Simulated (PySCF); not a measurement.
A run with a changed setting

The sound run of Yb2S3 (singlet in the valence; each metal's 4f electrons, 13 of them, lie in its core potential, out of spins and levels) uses PySCF 2.14.0, RKS B3LYP, Yb lcecp-1-SVP with ECP59, S def2-SVP; non-relativistic Hamiltonian with scalar-relativistic core potentials where named; density fitting; no spin-orbit coupling, grid (50, 194), threshold 1e-8 and 55 cycles at the relaxed geometry. This run, with dm0 from free metal ions and neutral atoms, differs:

```python
mol = gto.M(atom='''
Yb     0.53590    -0.26820     2.30107
Yb     0.53590    -0.26820    -2.30107
S      1.49194    -0.74666     0.00000
S     -1.50019     0.75079     2.65803
S     -1.50019     0.75079    -2.65803''',
    basis={'Yb': 'lcecp-1-SVP', 'S': 'def2-SVP'},
    ecp={'Yb': 'lcecp-1-SVP'},
    charge=0, spin=3)
mf = dft.UKS(mol, xc='B3LYP')
mf.grids.atom_grid = (50, 194)  # f atoms: unpruned, at least (60, 302)
mf = mf.density_fit()  # fitting sets: Yb AutoAux, S def2-universal-JKFIT
mf.conv_tol = 1e-08; mf.max_cycle = 61
mf.kernel(dm0)
```

Question: What was changed, and how did it end?

Answer: The spin was changed. The program refused it. The cycle limit differs too. These settings are unsound on purpose: the numbers aren't the compound's.
```
RuntimeError: Electron number 70 and spin 3 are not consistent
Note mol.spin = 2S = Nalpha - Nbeta, not 2S+1
```

Run from Python with OMP_NUM_THREADS=2; the lines above give its settings.

No frequency check is given that shows the relaxed geometry to be a minimum, and it was reached by following one of several unstable modes of a saddle point. An lcecp potential fixes the number of 4f electrons, so in runs with it no electron can move into or out of that shell.
